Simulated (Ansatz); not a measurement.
Which is lower?

The two ends of one reaction step of HfH3Cl3O, singlet (PBE0-D4/def2-TZVP).

A:

```xyz
8
angstrom
Hf -0.1935 -0.3939 -0.9329
O 0.9085 -1.1484 0.3921
Cl -0.1857 -1.7938 -2.8031
Cl -2.3787 -0.2041 -0.1229
Cl 0.6345 1.7066 -1.5413
H -0.4098 1.4843 2.1161
H 0.1591 1.8693 1.8225
H 1.4657 -1.5197 1.0696
```

B:

Hf1  (-0.358, 0.449, -0.605)
O2  (0.362, -0.909, 1.144)
Cl3  (1.065, -1.062, -1.762)
Cl4  (-2.558, -0.186, -0.143)
Cl5  (-0.543, 2.201, -2.128)
H6  (0.730, -0.429, 1.892)
H7  (0.328, 1.547, 0.711)
H8  (0.974, -1.610, 0.891)
(Å)

Program: Ansatz 0.2.0. Basis: def2-TZVPP. Cores are frozen in the correlated methods. Core potentials replace the inner electrons of the atoms past krypton. B3LYP uses VWN-RPA correlation.

(1) Which structure is lower at CCSD(T), and by how much? (Judge from chemistry; the value comes from the calculation.)

T1 diagnostic: at most 0.014.

## Answers

(1) Computed: A, by 91.7 kJ/mol (electronic energy, against the other). By their contacts, A is a complex of HfHCl₃O ([OH][Hf]([Cl])([Cl])[Cl]) + H₂ and B is HfH₃Cl₃O ([OH2][HfH]([Cl])([Cl])[Cl]).

All methods give the same order:

```json
{"method": "SPW92", "E(B) − E(A) (kJ/mol)": "77.3"}
{"method": "PBE-D4", "E(B) − E(A) (kJ/mol)": "99.4"}
{"method": "BLYP-D4", "E(B) − E(A) (kJ/mol)": "108.5"}
{"method": "r2SCAN-D4", "E(B) − E(A) (kJ/mol)": "99.7"}
{"method": "B97M-V", "E(B) − E(A) (kJ/mol)": "85.3"}
{"method": "PBE0-D4", "E(B) − E(A) (kJ/mol)": "91.3"}
{"method": "B3LYP-D4", "E(B) − E(A) (kJ/mol)": "100.8"}
{"method": "r2SCAN0-D4", "E(B) − E(A) (kJ/mol)": "91.8"}
{"method": "BHLYP-D4", "E(B) − E(A) (kJ/mol)": "91.2"}
{"method": "CAM-B3LYP-D4", "E(B) − E(A) (kJ/mol)": "96.9"}
{"method": "wB97X-V", "E(B) − E(A) (kJ/mol)": "95.5"}
{"method": "wB97M-V", "E(B) − E(A) (kJ/mol)": "91.8"}
{"method": "B2PLYP", "E(B) − E(A) (kJ/mol)": "102.3"}
{"method": "PBE-QIDH", "E(B) − E(A) (kJ/mol)": "90.9"}
{"method": "RPA on PBE", "E(B) − E(A) (kJ/mol)": "90.6"}
{"method": "HF", "E(B) − E(A) (kJ/mol)": "91.3"}
{"method": "MP2", "E(B) − E(A) (kJ/mol)": "100.9"}
{"method": "CCSD", "E(B) − E(A) (kJ/mol)": "88.9"}
{"method": "CCSD(T)", "E(B) − E(A) (kJ/mol)": "91.7"}
```

Labels in which every atom is bracketed show which atoms are joined, not bond orders.

For scale, one of the runs: CCSD(T)/def2-TZVPP, 255 basis functions, launched by `ansatz run in.yaml --threads 8 --pin off --events-out ev --progress --plain --max-ram 19148MiB`. The run took 2.3 min on 8 CPU threads of an Arm Neoverse V2 (shared host), with 6 GiB of host memory at its peak.
